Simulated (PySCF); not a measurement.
Gas-phase reaction: 3 SiOF2 + 2 Si ⇌ 2 SiF3 + Si3O3

Method: PySCF energies plus ideal-gas RRHO corrections (1 bar). † marks an energy on the PBE0/def2-TZVP geometry and frequencies. MP2 freezes the core. Open shells (unrestricted): Si (multiplicity 3), SiF3 (multiplicity 2); the rest are closed-shell singlets. Spin-orbit splitting is ignored; it lowers the true energy and changes the entropy of Si. SiOF2, Si3O3: computed as isolated molecules; such fragments, hydroxides, amides, oligomers or adducts are transient or little studied in the gas. MP2 isn't extrapolated to the basis-set limit.

MP2/def2-TZVPP† gives ΔH°(298 K) = -917 kJ.

Problem. What do PBE/def2-TZVP†, PBE0/def2-SVP†, ωB97M-V/def2-TZVP† give?

Solution. PBE/def2-TZVP†: -929 kJ; PBE0/def2-SVP†: -968 kJ; ωB97M-V/def2-TZVP†: -993 kJ. For scale, ΔH°(298 K) is -917 kJ at this level, -993 kJ at ωB97M-V/def2-TZVP†, and runs from -1059 to -609 kJ over the 20 levels computed.
